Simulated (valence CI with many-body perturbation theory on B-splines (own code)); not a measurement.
## Zn²⁴⁺: configurations and terms from energies and g

Computed by relativistic CI+MBPT: four valence electrons over a frozen Dirac-Fock core [He], radial functions for each j: 11 s, 11 p, 10 d, 8 f, 5 g, 2 h, with the one-electron correlation potential Σ1 (screened to all orders), the two-electron term Σ2, the three-electron term Σ3, Breit, model QED; selected single and double excitations, second order for the rest, scaled by the run's own slope (own B-spline code, finite nucleus).

No measured spectrum was set against this ion. As an estimate, levels of excited configurations hold to 0.05 to 0.15 % of their energy, terms of the ground configuration to about 0.5 %. Among the levels kept, up to 1000 cm⁻¹ of a level comes from second order outside the variational space, and about a tenth of that is noise between levels of different J, which matters for small intervals.

| No. | J | Parity | E (cm⁻¹) | g |
| --- | --- | --- | --- | --- |
| 2 | 1 | even | 157620 | 1.496 |
| 6 | 2 | odd | 703560 | 1.946 |
| 7 | 1 | odd | 1026600 | 0.747 |
| 8 | 2 | odd | 1043000 | 1.269 |
| 9 | 3 | odd | 1103200 | 1.328 |
| 11 | 1 | odd | 1258500 | 1.324 |
| 14 | 2 | odd | 1515700 | 1.095 |
| 15 | 1 | odd | 1697100 | 1.214 |
| 16 | 2 | even | 2109200 | 1.418 |
| 18 | 1 | even | 2295700 | 1.496 |
| 19 | 2 | even | 2382000 | 1.073 |
| 22 | 1 | odd | 10707000 | 1.364 |

Energies count from the lowest level. Strongly mixed levels and levels close to another of their J and parity, and those with J = 0 are left out, so the numbers can have gaps.

Give configuration and LS term of each level.

2: 2s2.2p2 3P; 6: 2s.2p3 5S°; 7: 2s.2p3 3D°; 8: 2s.2p3 3D°; 9: 2s.2p3 3D°; 11: 2s.2p3 3P°; 14: 2s.2p3 1D°; 15: 2s.2p3 1P°; 16: 2p4 3P; 18: 2p4 3P; 19: 2p4 1D; 22: 2s2.2p.3s 3P°.
